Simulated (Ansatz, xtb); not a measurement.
**Two isomers of C2H5FO3S**

We compare a, `O=S(=O)(O)CCF`, a singlet, with b, `C[C@H](F)S(=O)(=O)O`, a singlet. Both are isolated molecules in the gas phase, relaxed with PBE-D3(BJ)/def2-SVP; the shapes shown needn't be the lowest conformers.

a (Å):

```json
{"atom": "C", "x (Å)": "0.5083", "y (Å)": "0.9688", "z (Å)": "0.1939"}
{"atom": "C", "x (Å)": "0.6433", "y (Å)": "-0.4377", "z (Å)": "-0.3521"}
{"atom": "F", "x (Å)": "0.4937", "y (Å)": "-0.4317", "z (Å)": "-1.7467"}
{"atom": "O", "x (Å)": "-1.2328", "y (Å)": "3.0156", "z (Å)": "0.4048"}
{"atom": "O", "x (Å)": "-2.1270", "y (Å)": "0.6230", "z (Å)": "0.0676"}
{"atom": "O", "x (Å)": "-0.9761", "y (Å)": "1.9230", "z (Å)": "-1.8082"}
{"atom": "S", "x (Å)": "-1.1311", "y (Å)": "1.6800", "z (Å)": "-0.1841"}
{"atom": "H", "x (Å)": "-0.7726", "y (Å)": "1.0373", "z (Å)": "-2.1942"}
{"atom": "H", "x (Å)": "1.2604", "y (Å)": "1.6725", "z (Å)": "-0.2124"}
{"atom": "H", "x (Å)": "0.5742", "y (Å)": "0.9659", "z (Å)": "1.3005"}
{"atom": "H", "x (Å)": "-0.1446", "y (Å)": "-1.0926", "z (Å)": "0.0746"}
{"atom": "H", "x (Å)": "1.6467", "y (Å)": "-0.8520", "z (Å)": "-0.1167"}
```

b (Å):

```xyz
12

C    -1.5491    0.7608   -0.5496
C    -0.3892    1.5819   -0.0422
F    -0.1642    2.6852   -0.8197
O     2.2970    1.4910    0.2868
O     0.9028   -0.6221    0.8208
O     1.3051    0.1004   -1.5754
S     1.1806    0.5849    0.0148
H    -2.4761    1.3655   -0.5079
H    -1.3645    0.4592   -1.5985
H    -1.6793   -0.1410    0.0780
H    -0.5057    1.8924    1.0212
H     1.1259   -0.8647   -1.5588
```

Quicker runs give these differences E(b) − E(a): GFN2-xTB +2.7 kcal/mol; HF/STO-3G −2.2 kcal/mol (at GFN2-xTB geometries); r2SCAN-D4/def2-SVP +2.5 kcal/mol (at GFN2-xTB geometries).

**Question.** Which of the two would you expect CCSD(T)/def2-SVP + ΔMP2/def2-TZVPP electronic energies to favour?

**Answer.** Structure a; the calculation gives E(b) − E(a) = +3.6 kcal/mol.

The same difference at several levels:

```tsv
level	geometry	E(b) − E(a) (kcal/mol)	departure from the last row (kcal/mol)	job, with rough time for the two
GFN2-xTB	GFN2-xTB	+2.7	−1.0	optimisation, 0.19 s
HF/STO-3G	GFN2-xTB	−2.2	−5.9	single point, 0.52 s
r2SCAN-D4/def2-SVP	GFN2-xTB	+2.5	−1.2	single point, 5.8 s
PBE-D3(BJ)/def2-SVP	PBE-D3(BJ)/def2-SVP	+2.2	−1.4	optimisation, 49 s
HF/def2-SVP	PBE-D3(BJ)/def2-SVP	+5.6	+2.0	part of the CCSD(T) run
MP2/def2-SVP	PBE-D3(BJ)/def2-SVP	+3.5	−0.1	part of the CCSD(T) run
CCSD(T)/def2-SVP	PBE-D3(BJ)/def2-SVP	+3.6	0.0	single point
CCSD(T)/def2-SVP + ΔMP2/def2-TZVPP	PBE-D3(BJ)/def2-SVP	+3.6		single point, 98 s
```

As drawn, both hold the same kinds of bond in the same numbers. Structure a has 0 methyl groups, b 1.

HF/STO-3G puts the two in the other order. The largest departure from CCSD(T)/def2-SVP + ΔMP2/def2-TZVPP is that of HF/STO-3G, 5.9 kcal/mol. The last row adds to CCSD(T) the change of the MP2 difference between the two basis sets, here 0.0 kcal/mol.

With thermal terms from frequencies at re-optimised GFN2-xTB minima (ideal gas, soft modes damped towards free rotors, one conformer each, 298.15 K, 1 atm): the zero-point term adds −0.5 kcal/mol; ΔH is +3.5 and ΔG +2.7 kcal/mol.

The correlated steps freeze 11 core orbitals. Mirror images aren't counted in ΔG. Run with Ansatz 0.2.0, xtb 6.7.1; the last row on 2 threads of Arm Neoverse V1 on a shared host.
